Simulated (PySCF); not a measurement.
An unknown is described by computed data only.

Formula: CH3BF2O.

| Quantity | Value |
| --- | --- |
| Valence photoelectron | vertical ionisation energy: 11.14 eV [ΔSCF CAM-B3LYP/def2-SVPD] |
| Polarisability | 31.8 au [CAM-B3LYP/def2-SVPD] |
| Triplet | lowest triplet excitation (Tamm–Dancoff): 6.64 eV [TDA CAM-B3LYP/def2-SVPD] |
| Rotational structure | rotational constants A, B, C: 9.245, 3.595, 2.641 GHz [PBE0-D3(BJ)/def2-SVP] |
| XPS | B1s 199.9, C1s 292.6, O1s 539.3, F1s 694.0 (×2) eV [ΔSCF SCAN, pcX-2 on the ionised atom, pcseg-1 elsewhere, spin-free X2C] |
| 13C NMR | chemical shifts (computed TMS as zero) by class: 54.0 (1 C) ppm [GIAO PBE/pcSseg-2] |
| UV, strongest line | among the 10 lowest singlet transitions: S8 at 9.52 eV (130 nm, f = 0.054) [TDDFT CAM-B3LYP/def2-SVPD] |
| Dipole | 0.89 D [CAM-B3LYP/def2-SVPD] |
| NMR, other nuclei | isotropic shieldings of nuclei other than C and H, by class: 64 (1 B), 328 (1 O), 237 (2 F) ppm [GIAO PBE/pcSseg-2] |

The electronic properties come from PySCF, for the isolated species, density fitting. Levels stand in brackets. The structure is a single PBE0-D3(BJ)/def2-SVP conformer in the gas phase; no vibrational or solvent corrections. NMR classes are plain means over equivalent atoms (diastereotopic ones count apart unless rotation or inversion swaps them), as if these changed places fast.

Q: What is the compound? Reason from the data.

A: Numbering: `[OH:1][CH2:2][B:3]([F:4])[F:5]`. The one carbon: carbinol carbon (C–OH) [C2] (54.0 ppm). The other shieldings belong to: 64 ppm, three-coordinate boron [B3]; 328 ppm, alcohol oxygen [O1]; 237 ppm, boron-bound fluorine [F4/F5]. The core levels belong to: B1s 199.9 eV, three-coordinate boron [B3]; C1s 292.6 eV, carbinol carbon (C–OH) [C2]; O1s 539.3 eV, alcohol oxygen [O1]; F1s 694.0 eV, boron-bound fluorine [F4/F5]. One atom of each topological class was ionised and stands for its class. The hole state at 199.9 eV has ⟨S²⟩ = 0.83 against 0.75, so that value is less sure. The first electron is taken from the HOMO, whose largest Löwdin shares are 0.62 on the alcohol oxygen, 0.17 on the carbinol carbon (C–OH), 0.09 on a methylene hydrogen and 0.05 on the three-coordinate boron. By its constants the optimised geometry is an asymmetric top. Structure: `OCB(F)F`. The assignments are read from this structure; whether some other isomer fits the data as well wasn't checked.

Shape of the structure used: `[OH:1][CH2:2][B:3]([F:4])[F:5]`: O1–C2–B3–F4 -170°, H–O1–C2–B3 -37°.
